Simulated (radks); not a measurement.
Effect of the nuclear size on the antimony ion Sb3+, [Kr] 4d10 5s2. Method: Dirac Kohn-Sham, exchange-only LDA, spin-unpolarised, spherical densities, finite nucleus; Fermi nuclear charge, rms radius 4.6802 fm; computed with a radial shooting solver on a logarithmic mesh with Libxc functionals. The rms radius is varied about that value; shifts are against it.

| rms radius (fm) | total energy shift (eV) | density at nucleus (e/bohr^3) | 1s1/2 shift (meV) | 2s1/2 shift (meV) | 4s1/2 shift (meV) | 4p1/2 shift (meV) | 5s1/2 shift (meV) | 5p1/2 (empty) shift (meV) | 6s1/2 (empty) shift (meV) |
|---|---|---|---|---|---|---|---|---|---|
| 4.1139 | -1.05 | 2.124e+05 | -441 | -50.9 | -1.95 | 0.186 | -0.237 | 0.059 | -0.053 |
| 4.4228 | -0.493 | 2.1e+05 | -207 | -23.8 | -0.912 | 0.087 | -0.111 | 0.027 | -0.025 |
| 4.6802 | 0 | 2.081e+05 | 0.000 | 0.000 | 0.000 | 0.000 | 0.000 | 0.000 | 0.000 |
| 4.9283 | 0.497 | 2.064e+05 | 208 | 24.0 | 0.920 | -0.088 | 0.112 | -0.028 | 0.025 |
| 5.7566 | 2.31 | 2.013e+05 | 969 | 112 | 4.28 | -0.408 | 0.520 | -0.129 | 0.116 |

Slopes of the eigenvalues against <r^2> in GHz/fm^2, as finite differences over the two radii next to the reference (eigenvalue slopes, not the field-shift constants of lines): 1s1/2 21200, 2s1/2 2450, 4s1/2 93.7, 4p1/2 -8.94, 5s1/2 11.4, 5p1/2 (empty) -2.82, 6s1/2 (empty) 2.54.
